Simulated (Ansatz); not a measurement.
# H4OSiSnZn: which of two structures lies lower

Structure X is `[O]1[SiH2][SnH2][Zn]1`, a singlet and structure Y is a singlet given by its coordinates. Both are isolated molecules in the gas phase, relaxed with r2SCAN-D4/def2-SVP.

X (Å):

| atom | x (Å) | y (Å) | z (Å) |
| --- | --- | --- | --- |
| O | -2.0292 | -2.3036 | -1.7118 |
| Si | -1.0084 | -1.1129 | -1.2126 |
| Sn | 1.1858 | -2.5870 | -0.8826 |
| Zn | -0.9086 | -3.8247 | -1.6866 |
| H | -1.3813 | -0.4822 | 0.0906 |
| H | -0.7442 | -0.0539 | -2.2342 |
| H | 1.8056 | -2.9747 | 0.6724 |
| H | 2.5286 | -2.4899 | -1.9503 |

Y (Å):

```xyz
8

O    -1.2609   -1.8120   -0.3094
Si   -0.5956   -3.1721   -0.8954
Sn    1.3140   -2.9727   -2.5570
Zn   -0.5751   -0.2708   -1.0760
H    -0.4769    1.2202   -1.3599
H    -1.0496   -4.3943   -0.1557
H     1.0723   -3.1714   -0.5418
H     0.8817   -1.2240   -2.0971
```

Close contacts (Å): O1–Si2 1.62, O1–Zn4 1.85, Si2–Sn3 2.54, Si2–Zn4 2.91, Si2–H6 1.50, Si2–H7 1.71, Sn3–H7 2.04, Sn3–H8 1.86, Zn4–H5 1.52, Zn4–H8 2.02.

Energies in hartree; the thermal terms are from r2SCAN-D4/def2-SVP harmonic frequencies (ideal gas, rigid rotor, one conformer each, 298.15 K, 1 atm) and include the zero-point energy:

|  | X | Y |
| --- | --- | --- |
| E, CCSD(T)/def2-SVP | −2357.683604 | −2357.680537 |
| E, MP2/def2-SVP | −2357.649527 | −2357.644397 |
| E, MP2/def2-TZVPP | −2358.865100 | −2358.863913 |
| zero-point energy | 0.034383 | 0.032286 |
| H(298 K) − E | 0.042398 | 0.040166 |
| G(298 K) − E | 0.001444 | −0.001149 |

Question: Correct the CCSD(T) difference for the basis set by the MP2 change, then work out ΔE, ΔE₀, ΔH and ΔG for X → Y in kJ/mol (1 Eh = 2625.50 kJ/mol) and the equilibrium ratio [Y]/[X].

Answer: 1. Differences Y − X: CCSD(T) +0.003067, MP2 in the small set +0.005130, MP2 in the large set +0.001187 Eh.
2. ΔE = +0.003067 + (+0.001187 − (+0.005130)) = −0.000876 Eh = −2.30 kJ/mol.
3. ΔE₀ = ΔE + ΔZPE = −0.000876 + (−0.002097) Eh = −7.81 kJ/mol.
4. ΔH = ΔE + (−0.002232) Eh = −8.16 kJ/mol.
5. ΔG = ΔE + (−0.002593) Eh = −9.11 kJ/mol, so ΔS = (ΔH − ΔG)/T = +3.2 J/(mol K).
6. kT = 0.9442 mEh, so K = [Y]/[X] = exp(−ΔG/kT) = exp(+3.67) ≈ 39.

The sums favour Y, but ΔE leans on the basis-set step (CCSD(T) alone has the other sign or is under 1 kcal/mol), so the order isn't settled. An error of 4 kJ/mol in ΔG would change K by a factor of 5. Mirror images and further conformers aren't counted.

Other levels gave ΔE = −4.5 (r2SCAN-D4/def2-SVP); +21.3 (HF/def2-SVP); +13.5 (MP2/def2-SVP); +8.1 (CCSD(T)/def2-SVP) kJ/mol. The correlated steps freeze 15 core orbitals; the filled d shell of Sn is correlated; the last core shell of Zn is correlated, in a basis made for valence electrons. Atoms past krypton carry core potentials in the def2 sets, without spin–orbit terms. Programs: Ansatz 0.2.0.
